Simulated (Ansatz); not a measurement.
Input for Ansatz (an electronic-structure program): U-PBE/def2-TZVPP on ClGeH3 (SMILES [Cl][GeH3]), a point of a bond scan (R = 1.380 Å).

Ansatz 0.2 input:
```yaml
crystal:
  periodic: [false, false, false]
  atoms:
    - {symbol: Ge, position_ang: [-0.68437382, 0.03163627, 0.00355747]}
    - {symbol: Cl, position_ang: [1.48817264, -0.06879314, -0.00773572]}
    - {symbol: H, position_ang: [-1.03106395, 1.32318682, -0.33600101]}
    - {symbol: H, position_ang: [-1.14315274, -0.32666519, 1.42174700]}
    - {symbol: H, position_ang: [-1.18623477, -0.98290436, -1.03034895]}
basis:
  gaussian:
    orbitals: def2-TZVPP
hamiltonian:
  xc: {name: PBE}
magnetization: {spin_polarized: true, initial_magnetization: 0}
```

Output:

```
WARN ansatz: RAYON_NUM_THREADS=1 ignored (pool sized by the plan → 1); use --threads N
Functional definition: PBE
integrals: 0.05 GiB planned
829 factors; their error is unknown
mean field: 0.44 GiB planned
mean field evaluation 1: about -69075.8530 eV, gradient 2.0e1 eV
mean field evaluation 2: about -69075.9347 eV, gradient 2.4e1 eV
mean field evaluation 4: about -69076.8645 eV, gradient 1.2e0 eV
mean field evaluation 8: about -69076.8537 eV, gradient 4.8e-2 eV
mean field -69076.85373838 eV, -2538.5275529123 hartree, gradient 7.9e-5 eV, S^2 0.000000; 0 other end points of the search recorded, 0 dependent functions left out
reference -69076.85377270 eV, -2538.5275541736 hartree; 26, 26 occupied and 106, 106 virtual orbitals, 829 factors
Total energy: -69076.85377270 eV, -2538.5275541736 hartree
```

The calculation finished and met its thresholds.

Cost: roughly 2.5 core-seconds.
